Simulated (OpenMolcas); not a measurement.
Nb4+ (d1) among equal point charges was computed by CASSCF with the d shell active (OpenMolcas, ANO-RCC-VDZP on the metal). Its lowest spin-free states, and all those of the highest spin:

| 2S+1 | Degeneracy | E (cm-1) |
| --- | --- | --- |
| 2 | 2 | 0.0 |
| 2 | 1 | 2020 |
| 2 | 1 | 3083 |
| 2 | 1 | 8282 |

Is the site octahedral, tetrahedral or cube-like, axial, or of lower symmetry?

The states with 2S+1 = 2 have orbital degeneracies 2, 1, 1, 1. There are pairs but no triples, so the site is axial: not cubic, but with a proper or improper axis of order three or more. The run had Nb4+ among 5 point charges of -1 e arranged as a square pyramid (C4v), 2.15 Å from the ion, with the axial distance 2.021 Å.

An orbital doublet at a regular site is open to a Jahn-Teller distortion, which this geometry leaves out. This is an electrostatic model: the charges have no orbitals. An unlabelled pair can be two single states that coincide in this model. No measured value stands beside these numbers.
